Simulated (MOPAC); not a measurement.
MOPAC input (PM7):

```
PM7 1SCF UHF MS=0.5 GEO-OK AUX(PRECISION=9) THREADS=1
C3H10GeN

C    -2.35733600 1   -0.22792400 1   -0.20758300 1
C    -1.49206900 1    0.95175700 1    0.19954600 1
N    -0.07212000 1    0.78311000 1   -0.06787000 1
C     0.69002500 1    1.97299800 1    0.26300400 1
Ge    0.80601400 1   -0.86589900 1   -0.01302100 1
H    -2.22725000 1   -0.46604200 1   -1.26369700 1
H    -3.40750300 1    0.01225800 1   -0.03571800 1
H    -2.12219100 1   -1.12100000 1    0.37409200 1
H    -1.82313800 1    1.84611900 1   -0.34455800 1
H    -1.65216500 1    1.17376300 1    1.26622400 1
H     1.74906900 1    1.81776400 1    0.06195400 1
H     0.34854500 1    2.81495500 1   -0.34997100 1
H     0.57499600 1    2.26450000 1    1.31594700 1
H     0.04644800 1   -1.79268300 1   -1.00917100 1
H     2.18184400 1   -0.50364100 1   -0.65312500 1
```

From the output:

```
                                                       MOPAC v23.2.5 Linux

          FINAL HEAT OF FORMATION =         28.52238 KCAL/MOL =     119.33764 KJ/MOL

          COSMO AREA              =        144.66 SQUARE ANGSTROMS
          COSMO VOLUME            =        141.07 CUBIC ANGSTROMS

          IONIZATION POTENTIAL    =          7.928262 EV
          ALPHA SOMO LUMO (EV)    =         -7.928 -0.235
          BETA  SOMO LUMO (EV)    =         -8.240 -1.396
          NO. OF ALPHA ELECTRONS  =         16
          NO. OF BETA  ELECTRONS  =         15
          MOLECULAR WEIGHT        =        132.7087         POINT GROUP:  C1

          MOLECULAR DIMENSIONS (Angstroms)

            Atom       Atom       Distance
            H    15    H     7     5.64696
            H    14    H    13     4.70488
            H     8    H    12     2.47767

          SCF CALCULATIONS        =          1

   ATOM   CHEMICAL          X               Y               Z
  NUMBER   SYMBOL      (ANGSTROMS)     (ANGSTROMS)     (ANGSTROMS)

     1       C         -2.35733600  *  -0.22792400  *  -0.20758300  *
     2       C         -1.49206900  *   0.95175700  *   0.19954600  *
     3       N         -0.07212000  *   0.78311000  *  -0.06787000  *
     4       C          0.69002500  *   1.97299800  *   0.26300400  *
     5      Ge          0.80601400  *  -0.86589900  *  -0.01302100  *
     6       H         -2.22725000  *  -0.46604200  *  -1.26369700  *
     7       H         -3.40750300  *   0.01225800  *  -0.03571800  *
     8       H         -2.12219100  *  -1.12100000  *   0.37409200  *
     9       H         -1.82313800  *   1.84611900  *  -0.34455800  *
    10       H         -1.65216500  *   1.17376300  *   1.26622400  *
    11       H          1.74906900  *   1.81776400  *   0.06195400  *
    12       H          0.34854500  *   2.81495500  *  -0.34997100  *
    13       H          0.57499600  *   2.26450000  *   1.31594700  *
    14       H          0.04644800  *  -1.79268300  *  -1.00917100  *
    15       H          2.18184400  *  -0.50364100  *  -0.65312500  *

                             CARTESIAN COORDINATES

   1    C       -2.357336000    -0.227924000    -0.207583000
   2    C       -1.492069000     0.951757000     0.199546000
   3    N       -0.072120000     0.783110000    -0.067870000
   4    C        0.690025000     1.972998000     0.263004000
   5   Ge        0.806014000    -0.865899000    -0.013021000
   6    H       -2.227250000    -0.466042000    -1.263697000
   7    H       -3.407503000     0.012258000    -0.035718000
   8    H       -2.122191000    -1.121000000     0.374092000
   9    H       -1.823138000     1.846119000    -0.344558000
  10    H       -1.652165000     1.173763000     1.266224000
  11    H        1.749069000     1.817764000     0.061954000
  12    H        0.348545000     2.814955000    -0.349971000
  13    H        0.574996000     2.264500000     1.315947000
  14    H        0.046448000    -1.792683000    -1.009171000
  15    H        2.181844000    -0.503641000    -0.653125000

           Empirical Formula: C3 H10 N Ge  =    15 atoms

      MOLECULAR POINT GROUP   :   C1

          ALPHA EIGENVALUES
 -35.38708 -27.14949 -23.73396 -21.51706 -17.00835 -16.51765 -16.37403 -14.58289
 -14.49817 -13.46557 -12.87317 -12.43112 -11.82485 -10.99393 -10.23560  -7.92826
  -0.23524   1.71445   2.85354   3.85366   4.33126   4.81047   5.22107   5.29515
   5.44383   5.68632   5.85707   5.97336   6.27288   6.86984

           BETA EIGENVALUES
 -34.70530 -27.09592 -23.57202 -21.42148 -16.82997 -16.37533 -16.19517 -14.44011
 -14.41138 -13.41388 -12.83917 -12.33778 -11.61369 -10.90059  -8.24003  -1.39649
   0.20018   1.77603   2.94470   3.84896   4.37915   4.95419   5.25352   5.34761
   5.47012   5.71126   5.86666   6.00213   6.29809   6.87084

              NET ATOMIC CHARGES AND DIPOLE CONTRIBUTIONS

  ATOM NO.   TYPE          CHARGE      No. of ELECS.   s-Pop       p-Pop
    1          C          -0.456601        4.4566     1.05172     3.40488
    2          C          -0.078196        4.0782     1.05241     3.02578
    3          N          -0.458009        5.4580     1.62495     3.83306
    4          C          -0.262271        4.2623     1.05419     3.20808
    5         Ge          -0.133379        4.1334     1.10306     3.03032
    6          H           0.159858        0.8401     0.84014
    7          H           0.150821        0.8492     0.84918
    8          H           0.162794        0.8372     0.83721
    9          H           0.138113        0.8619     0.86189
   10          H           0.130770        0.8692     0.86923
   11          H           0.156208        0.8438     0.84379
   12          H           0.146491        0.8535     0.85351
   13          H           0.139460        0.8605     0.86054
   14          H           0.105617        0.8944     0.89438
   15          H           0.098324        0.9017     0.90168
 DIPOLE           X         Y         Z       TOTAL
 POINT-CHG.    -0.585     0.939    -0.069     1.109
 HYBRID        -0.370     0.826    -0.233     0.934
 SUM           -0.955     1.765    -0.302     2.029

          ATOMIC ORBITAL ELECTRON POPULATIONS

     Atom    s        px        py        pz
    1  C   1.05172   1.11889   1.10334   1.18265
    2  C   1.05241   0.84645   1.05903   1.12031
    3  N   1.62495   1.11530   1.17716   1.54060
    4  C   1.05419   1.09228   0.97206   1.14375
    5 Ge   1.10306   0.98231   0.79381   1.25420
    6  H   0.84014
    7  H   0.84918
    8  H   0.83721
    9  H   0.86189
   10  H   0.86923
   11  H   0.84379
   12  H   0.85351
   13  H   0.86054
   14  H   0.89438
   15  H   0.90168

                    (SZ)    =    0.500000
                    (S**2)  =    0.761233

          ATOMIC ORBITAL SPIN POPULATIONS

    Atom   Total    s     px     py     pz
         Atomic
    1  C  0.0018  0.000  0.000  0.000  0.001
    2  C -0.0282 -0.003 -0.018 -0.003 -0.004
    3  N  0.4065  0.020  0.023  0.039  0.324
    4  C -0.0285 -0.003 -0.006 -0.015 -0.004
    5 Ge  0.6377  0.060  0.024  0.115  0.439
    6  H  0.0000  0.000
    7  H -0.0008 -0.001
    8  H -0.0003 -0.000
    9  H  0.0079  0.008
   10  H  0.0146  0.015
   11  H  0.0010  0.001
   12  H  0.0074  0.007
   13  H  0.0118  0.012
   14  H -0.0129 -0.013
   15  H -0.0180 -0.018

 **********************
 *                    *
 * JOB ENDED NORMALLY *
 *                    *
 **********************

 == MOPAC DONE ==
```

The geometry given is a B3LYP-D3(BJ)/def2-TZVP minimum.
